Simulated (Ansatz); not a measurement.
Basis sets compared for CdMe(OH) (CH₄CdO). Charge 0, multiplicity 1. Geometry r2SCAN-D4/def2-TZVP. Ansatz on 4 threads of AMD EPYC 7R43 on a shared host; times are rough, and most runs start from earlier orbitals.

```xyz
7

Cd    0.119   -0.687   -0.208
C    -0.054    1.245    0.552
H    -1.033    1.655    0.304
H     0.720    1.884    0.126
H     0.057    1.223    1.637
O     0.378   -2.544   -0.833
H    -0.187   -2.775   -1.578
```

In the def2 sets Cd takes a core potential; there is no spin–orbit coupling.

Binding counts from free atoms (Cd singlet, C triplet, H doublet, O triplet) in the same basis, without a counterpoise term.

| level | functions | energy (Eh) | HOMO (eV) | LUMO (eV) | binding per atom (eV) | wall time |
| --- | --- | --- | --- | --- | --- | --- |
| PBE-D4/def2-SVP | 79 | -283.2325 | -5.68 | -1.13 | 3.21 | 0.6 s |
| PBE0-D4/def2-SVP | 79 | -283.2288 | -7.29 | -0.34 | 3.14 | 0.65 s |

Question: Estimate the rows for PBE-D4/def2-TZVP, PBE0-D4/def2-TZVP.

Answer: 
| level | functions | energy (Eh) | HOMO (eV) | LUMO (eV) | binding per atom (eV) | wall time |
| --- | --- | --- | --- | --- | --- | --- |
| PBE-D4/def2-TZVP | 126 | -283.4192 | -5.98 | -1.34 | 3.21 | 0.85 s |
| PBE0-D4/def2-TZVP | 126 | -283.4111 | -7.57 | -0.54 | 3.14 | 1.4 s |
